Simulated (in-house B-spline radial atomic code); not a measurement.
Bi. Computed with a B-spline radial atomic code. Model: non-relativistic spherical atom: semilocal Troullier-Martins pseudo-atom, one channel per l, against all electrons, high spin, G0W0 and RPA with empty states to l = 8, local potential for every l without a channel, a model core (radius 0 = none) keeps its share of the functional.

The core holds an angular momentum without a channel of its own, so the local potential lets valence electrons into it.

Without relativity these are model numbers for so heavy an element.

What the tables leave out is listed at the end.

The pseudopotential gives back the lowest level of each angular momentum of its own functional in the configuration it was made in; a second state of the same l is only approximately right. Exact exchange, RPA and GW see the smooth pseudo-orbitals and miss the exchange with the core, for which the functional's share stands in. The column with an uncorrelated core keeps all orbitals and exact exchange, and so separates missing core correlation from pseudisation. Only the three outermost levels and the lowest empty one were computed. RPA here is direct RPA, with no exchange kernel, and its energies carry an (l + 1/2)⁻⁴ tail. A hybrid on a potential with a model core restores only its own semilocal share of the core's exchange.

Command:
```bash
python run_psgw.py task.json out
```
Settings (lengths in bohr, energies in hartree):
```
Z                      83
electrons              83
configuration          [Xe] 4f14 5d10 6s2 6p3
generated_in           [Xe] 4f14 5d10 6s2 6p3
functional             pbe,pbe
core_shells            13
radius_factor          0.9
core_correction        True
```

Cost of the run: 56 s on 1 thread of Arm Neoverse N1 (shared host).

Given: made with PBE; model core radius 1.867 bohr; local radius 1.966 bohr; mean-field start PBE0.

Valence shells of the generating configuration: 6s, 6p.

Channel: s 1.912, p 2.272 (radii in bohr).

Computed: largest level miss in the spin-unpolarised generating configuration 0 eV; valence RPA correlation energy all-electron orbitals -0.14161 hartree; all-electron RPA polarisability, core included 39.225 bohr³; pseudo-atom RPA polarisability 45.082 bohr³.

```json
{"level": "6p up", "occupied": "1", "mean-field all-electron (eV)": "-6.3458", "mean-field pseudo minus all (eV)": "0.041", "G0W0 all-electron (eV)": "-8.8507", "G0W0 uncorrelated core minus all (eV)": "0.266", "G0W0 pseudo minus all (eV)": "0.007", "exchange self-energy all-electron (eV)": "-14.214", "exchange self-energy pseudo (eV)": "-11.71"}
{"level": "6s down", "occupied": "1", "mean-field all-electron (eV)": "-11.005", "mean-field pseudo minus all (eV)": "0.285", "G0W0 all-electron (eV)": "-13.66", "G0W0 uncorrelated core minus all (eV)": "0.824", "G0W0 pseudo minus all (eV)": "0.477", "exchange self-energy all-electron (eV)": "-14.381", "exchange self-energy pseudo (eV)": "-9.7671"}
```

Q: What is the valence RPA correlation energy pseudo?

A: -0.21916 hartree.

Among the listed levels the largest G0W0 shift of the pseudo-atom is +0.48 eV, for 6s down on the PBE0 start, while leaving the core uncorrelated moves that level by +0.82 eV. The rest, -0.35 eV, comes from pseudisation and the lost core exchange. Not in the tables (levels of low weight, unsolved or above zero; the highest and the empty levels are kept at any weight): the PBE start was refused, since an empty level lay at or below an occupied one; on PBE0 the G0W0 levels 6s up (pseudo minus all +0.40 eV, weights 0.27 and 0.12); no Hartree-Fock pseudo-atom is run with a model core.
